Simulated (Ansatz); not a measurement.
## BGeH2Si: where a starting geometry ends

The starting geometry of this gas-phase doublet was optimised with GFN2-xTB.

```
atom    x (Å)    y (Å)    z (Å)
   B  -0.8866   0.3595  -0.6261
  Ge  -1.0180   0.0235   1.4269
  Si   0.2214  -1.1030  -1.0385
   H   0.0845  -1.2553   1.5018
   H  -1.4808   1.2191  -1.1629
```

Q: Where would you expect an optimisation with BLYP-D3(BJ)/def2-SVP to take it?

A: New bonds form, giving a structure with H4 bridging Si3 and Ge2, given below by its coordinates. Contacts that close: Ge2–Si3 (2.98 → 2.60 Å), Si3–H4 (2.55 → 1.63 Å).

The energy falls by 0.81 eV over 8 steps:

```json
{"step": "1", "E − E(last) (eV)": "0.815"}
{"step": "2", "E − E(last) (eV)": "0.483"}
{"step": "3", "E − E(last) (eV)": "0.230"}
{"step": "4", "E − E(last) (eV)": "0.067"}
{"step": "5", "E − E(last) (eV)": "0.017"}
{"step": "6", "E − E(last) (eV)": "0.003"}
{"step": "7", "E − E(last) (eV)": "0.000"}
{"step": "8", "E − E(last) (eV)": "0.000"}
```

Final geometry (Å):

```csv
atom,x (Å),y (Å),z (Å)
B,-0.9658,0.4179,-0.5696
Ge,-0.9892,0.0505,1.4450
Si,0.2120,-1.1109,-0.5489
H,0.1462,-1.3435,1.0617
H,-1.4828,1.2298,-1.2869
```

Frequencies at the end are all real (lowest 321 cm⁻¹). Open shells are spin-unrestricted. Run with Ansatz 0.2.0, 27 s on 1 thread of Intel(R) Xeon(R) Platinum 8488C (Sapphire Rapids), on a shared host.
